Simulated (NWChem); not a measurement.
System: C₂H₇OS cation; SMILES [OH+]=S(C)C

The following NWChem deck was run.

```
start job
memory heap 200 mb stack 900 mb global 1100 mb
charge 1
geometry units angstroms noautosym nocenter noautoz
  C     -0.774423    -0.282528    -1.394869
  S      0.051266     0.454702     0.000000
  C     -0.774423    -0.282528     1.394869
  O      1.437914    -0.380884     0.000000
  H     -0.237584     0.045978    -2.295813
  H     -1.802944     0.109528    -1.413123
  H     -0.760278    -1.377178    -1.296863
  H     -0.760278    -1.377178     1.296863
  H     -0.237584     0.045978     2.295813
  H     -1.802944     0.109528     1.413123
  H      2.195882     0.231025     0.000000
end
basis spherical
  C library def2-svpd
  S library def2-svpd
  O library def2-svpd
  H library def2-svpd
end
dft
  xc b3lyp
  iterations 150
end
property
  response 1 0.0773
end
task dft property
```

The geometry was optimised at PBE0/def2-SVP.

Field at 589 nm.

Problem. Give the results of this calculation. (B3LYP/def2-SVPD.) Quantities: isotropic polarisability (bohr³); anisotropy (bohr³).

Solution. The isotropic polarisability (bohr³) is 47.2 and the anisotropy (bohr³) is 12.1.
